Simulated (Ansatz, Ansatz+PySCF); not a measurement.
```yaml
atoms:
  - { symbol: O, position_ang: [0.0000, 0.0000, -0.1197] }
  - { symbol: H, position_ang: [0.0000, 0.7542, 0.4787] }
  - { symbol: H, position_ang: [0.0000, -0.7542, 0.4787] }
```

Basis set: 6-31G (spherical functions). Correlated methods keep 1 orbital frozen. Charge 0, multiplicity 1.

Computed with Ansatz (development build ahead of 0.2.0); each method stands on the lowest determinant of its kind that the runs found. Restricted open shells among the atoms or ions are ROHF, correlated in semicanonical orbitals with singles. Restricted functionals stand beside restricted open-shell atoms, which can lie above the unrestricted atoms usual in DFT and then raise those values.

Problem. Give the atomization energy at this shape (free ground-state atoms in the same class of orbitals less the molecule, no zero-point energy) of singlet H₂O by PBE0 (unrestricted), PBE0 (restricted), RHF-CCSD(T), RHF-MP2, RHF, UHF.

Solution.

```tsv
method	atomization energy
PBE0 (unrestricted)	200.92 kcal/mol
PBE0 (restricted)	201.48 kcal/mol
RHF-CCSD(T)	178.48 kcal/mol
RHF-MP2	179.37 kcal/mol
RHF	130.91 kcal/mol
UHF	129.60 kcal/mol
```

This basis has no polarisation functions and is too small for such energies, which can lie far from measured ones in either direction.
